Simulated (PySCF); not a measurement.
Compound: C₇H₈O₃.
Atom-mapped SMILES: `[CH3:1][C:2](=[O:3])[O:4][C@@H:5]1[CH:6]=[CH:7][C:8](=[O:9])[CH2:10]1` (hydrogens: H11, H12, H13 on C1; H14 on C5; H15 on C6; H16 on C7; H17, H18 on C10)

Structure used (PBE0-D3(BJ)/def2-SVP), in Å, numbered top down from 1:
```xyz
18
C7H8O3 angstrom
C      3.101   -0.773   -0.174
C      1.957    0.170    0.045
O      2.028    1.256    0.555
O      0.807   -0.352   -0.414
C     -0.358    0.471   -0.305
C     -0.917    0.482    1.095
C     -2.208    0.128    1.132
C     -2.684   -0.208   -0.232
O     -3.804   -0.506   -0.558
C     -1.476   -0.109   -1.160
H      4.003   -0.375    0.302
H      2.857   -1.765    0.231
H      3.272   -0.897   -1.254
H     -0.078    1.498   -0.591
H     -0.298    0.786    1.943
H     -2.857    0.086    2.007
H     -1.204   -1.121   -1.496
H     -1.721    0.483   -2.053
```

The closed-shell ground state was solved at several levels (PySCF, density fitting, gas phase, non-relativistic).

| level | basis functions | total energy (Eh) | HOMO (eV) | LUMO (eV) | gap (eV) | dipole (D) |
| --- | --- | --- | --- | --- | --- | --- |
| KT2/pcSseg-1 | 210 | -505.2667 | -5.99 | -2.67 | 3.32 | 2.66 |
| PBE0/def2-SVPD | 273 | -496.3401 | -7.48 | -1.80 | 5.68 | 2.95 |

Estimate the row for PBE0/pcSseg-1, a basis of 210 functions; the other rows only guide the guess.

Total energy -496.6202 Eh, HOMO -7.42 eV, LUMO -1.73 eV, gap 5.69 eV, dipole 2.80 D.

How far do the dipole and the HOMO energy spread over the levels?

The dipole runs from 2.66 to 2.95 D (mean 2.80 D) and the HOMO from -7.48 to -5.99 eV.

One conformer stands for the species.
